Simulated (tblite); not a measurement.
Compound: C5H9NO2.
Numbering: `[NH2:1][C:2](=[O:3])[C@@H:4]1[CH2:5][CH2:6][O:7][CH2:8]1` (hydrogens: H9, H10 on N1; H11 on C4; H12, H13 on C5; H14, H15 on C6; H16, H17 on C8)

Structure optimised with GFN2-xTB, isolated species.

Q: Give the optimised bond lengths and angles.

A: 
```
  bond  length (Å)
 N1–C2       1.354
 C2=O3       1.208
 C2–C4       1.523
 C4–C5       1.536
 C5–C6       1.538
 C6–O7       1.413
 O7–C8       1.403
 C4–C8       1.549
 N1–H9       1.004
N1–H10       1.007
C4–H11       1.092
C5–H12       1.089
C5–H13       1.088
C6–H14       1.090
C6–H15       1.099
C8–H16       1.090
C8–H17       1.102
```

A selection of angles:
```
    angle  degrees
 N1–C2–O3    122.3
 N1–C2–C4    113.4
 O3–C2–C4    124.3
 C2–C4–C5    112.9
 C2–C4–C8    110.9
 C5–C4–C8    102.8
 C4–C5–C6    103.8
 C5–C6–O7    106.0
 C6–O7–C8    105.8
 C4–C8–O7    105.9
 H9–N1–C2    122.5
H10–N1–C2    118.7
```

Dihedral angles: N1–C2–C4–C5 -172° (antiperiplanar); C2–C4–C5–C6 -121° (anticlinal); C4–C5–C6–O7 -22° (synperiplanar); C5–C6–O7–C8 39° (synclinal); C6–O7–C8–C4 -40° (synclinal); C2–C4–C8–O7 145° (anticlinal).

Of the pairs four or more bonds apart, O3···H12 is among the closest relative to their van der Waals radii: 2.33 Å, 86 % of the sum of Bondi's values. The 4 C–C bonds span 1.523 Å (C2–C4, drawn single) to 1.549 Å (C4–C8, drawn single), a spread of 0.026 Å. N1 (amide nitrogen) is planar (angles 122.5°, 118.7° and 118.7°, sum 359.9°, 0.02 Å off the plane of its three neighbours). The C–O distances run from 1.208 Å (C2=O3, drawn double) to 1.413 Å (C6–O7, drawn single), a spread of 0.205 Å. The 5-membered ring C4–C5–C6–O7–C8 has internal angles of 102.8° to 106.0° (sum 524°, against 540° for a flat polygon); it is puckered, 0.16 Å rms from its mean plane, widest ring torsion 40°. O7 (cyclic ether oxygen) is bent (angle 105.8°).

Point group: C1 (no symmetry element, even within 0.4 Å). Its GFN2-xTB frequencies are all real (lowest 21 cm⁻¹). The numbers are those of one conformer (H–N1–C2–O3 178° and 1°, N1–C2–C4–C5 -172°, C2–C4–C5–C6 -121°, C4–C5–C6–O7 -22°, C5–C6–O7–C8 39°, C6–O7–C8–C4 -40°). 3 starts were optimised and ended at 0.00, 0.10 and 0.69 kcal/mol (GFN2-xTB); the lowest of these is shown.

All values are computed, not measured.
